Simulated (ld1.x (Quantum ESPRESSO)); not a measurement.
**Reading a pseudo-wave (tungsten (W))**

Columns: radius, all-electron u(r) and pseudo u(r) of the 6s shell (level -6.30 eV) of tungsten in the configuration [Xe] 4f14 5d4 6s1.5 6p0.5; PBEsol, scalar-relativistic, TM scheme, ld1.x (Quantum ESPRESSO) 7.5.

| r (bohr) | all-electron | pseudo |
| --- | --- | --- |
| 0.173 | 0.1136 | -0.0146 |
| 0.345 | -0.1893 | -0.0307 |
| 0.518 | 0.0011 | -0.0502 |
| 0.690 | 0.2404 | -0.0749 |
| 0.862 | 0.3038 | -0.1070 |
| 1.035 | 0.2226 | -0.1492 |
| 1.208 | 0.0699 | -0.2030 |
| 1.380 | -0.0986 | -0.2682 |
| 1.553 | -0.2549 | -0.3433 |
| 1.725 | -0.3842 | -0.4217 |
| 1.898 | -0.4847 | -0.4966 |
| 2.070 | -0.5566 | -0.5590 |
| 2.242 | -0.6042 | -0.6044 |
| 2.415 | -0.6314 | -0.6314 |
| 2.588 | -0.6420 | -0.6420 |
| 2.760 | -0.6394 | -0.6394 |
| 2.932 | -0.6268 | -0.6268 |
| 3.105 | -0.6067 | -0.6067 |
| 3.278 | -0.5811 | -0.5811 |
| 3.450 | -0.5519 | -0.5519 |
| 3.623 | -0.5203 | -0.5203 |
| 3.795 | -0.4876 | -0.4876 |
| 3.968 | -0.4544 | -0.4544 |
| 4.140 | -0.4217 | -0.4217 |
| 4.312 | -0.3897 | -0.3897 |
| 4.485 | -0.3588 | -0.3588 |

Question: How many radial nodes do the two functions have?

Answer: The all-electron 6s function has n − l − 1 = 5 (the table is too coarse to show those close to the nucleus); the pseudo-wave has 0, since the states of the same l below it are removed with the core.

Question: At about which radius was the pseudo-wave matched?

Answer: 2.62 bohr. The columns agree to 0.0005 from 2.24 bohr on; several derivatives are matched, so the curves merge somewhat inside the radius.

Question: Is the pseudo-wave norm-conserving?

Answer: Yes: the TM scheme keeps the norm inside the radius equal to the all-electron one, which fixes the energy derivative of the logarithmic derivative at the level.
